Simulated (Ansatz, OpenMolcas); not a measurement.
**Worked example: vertical ionisation energy of BHOF2 (difluorohydroxyborane)**

BHOF2 has 5 atoms, charge 0, and is taken as a singlet. As SMILES, `OB(F)F`. The coordinates come from a PBE0-D4/def2-TZVP relaxation.

Both states at this one shape; open shells run unrestricted unless said. 1 Eh = 27.2114 eV.

| level | program | singlet BHOF2 (Eh) | doublet [BHOF2]+ (Eh) | HOMO of the first (eV) |
| --- | --- | --- | --- | --- |
| SVWN5/def2-SVPD | Ansatz | -298.268609 | -297.762571 | -9.31 |
| M06-L/def2-SVPD | OpenMolcas | -300.289855 | -299.787862 | -9.42 |
| B2PLYP/def2-SVPD, 4 core orbitals frozen | Ansatz | -300.106957 | -299.592343 | -12.62 |

Question: Work out the vertical ionisation energy at each level.

Answer: 
1. SVWN5/def2-SVPD: -297.762571 − (-298.268609) = 0.506038 Eh = 13.77 eV; −ε(HOMO) = 9.31 eV.
2. M06-L/def2-SVPD: -299.787862 − (-300.289855) = 0.501993 Eh = 13.66 eV; −ε(HOMO) = 9.42 eV.
3. B2PLYP/def2-SVPD: -299.592343 − (-300.106957) = 0.514614 Eh = 14.00 eV; −ε(HOMO) = 12.62 eV.

No measured value is set beside it here; the levels span 13.66 to 14.00 eV. In semi-local functionals −ε(HOMO) lies far under the ionisation energy, a result of self-interaction, while the difference of totals does much better.
